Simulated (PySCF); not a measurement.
**H₃TaO + 2 Cl₂ → TaOCl + 3 HCl**

Level: PBE0 in the def2-TZVP basis family, computed in PySCF with density fitting; scalar-relativistic core potentials for atoms from Rb on, none lighter, no spin–orbit coupling; open shells unrestricted.

```json
{"species": "H₃TaO", "state and structure": "singlet, C3v, Ta–H 1.782 Å (×3), Ta–O 1.692 Å; H–Ta–H 114.8° (×3), H–Ta–O 103.4° (×3)", "E (Eh)": "-133.98283", "ZPE (kJ/mol)": "59.6", "H(298 K) − H(0) (kJ/mol)": "11.8", "S° (J/(mol K))": "263.8"}
{"species": "Cl₂", "state and structure": "singlet, D∞h, Cl–Cl 1.982 Å", "E (Eh)": "-920.08940", "ZPE (kJ/mol)": "3.5", "H(298 K) − H(0) (kJ/mol)": "9.1", "S° (J/(mol K))": "222.5"}
{"species": "TaOCl", "state and structure": "triplet, Cs, Ta–Cl 2.309 Å, Ta–O 1.702 Å; Cl–Ta–O 116.1°", "E (Eh)": "-592.29553", "ZPE (kJ/mol)": "9.3", "H(298 K) − H(0) (kJ/mol)": "12.5", "S° (J/(mol K))": "307.8"}
{"species": "HCl", "state and structure": "singlet, C∞v, H–Cl 1.279 Å", "E (Eh)": "-460.66440", "ZPE (kJ/mol)": "17.9", "H(298 K) − H(0) (kJ/mol)": "8.7", "S° (J/(mol K))": "186.6"}
```

Q: What is the electronic reaction energy?

A: At PBE0/def2-TZVP, ΔE = -333.7 kJ/mol from the differences of the total energies times 2625.5, downhill. 

Q: Add zero-point, thermal and entropy terms for 298.15 K and 1 bar.

A: ΔZPE = -3.6 and Δ[H(298) − H(0)] = 8.6 kJ/mol give ΔH° = -328.7 kJ/mol. ΔS° = 158.8 J/(mol K), so ΔG° = -328.7 − 298.15 × (0.1588) = -376 kJ/mol.

Spin–orbit coupling can matter for H₃TaO, TaOCl and is left out. Open d or f shells are single determinants, so the state found may not be the ground state. Only the bonding shown was studied: isomers, or loss of a ligand pair, can lie lower.
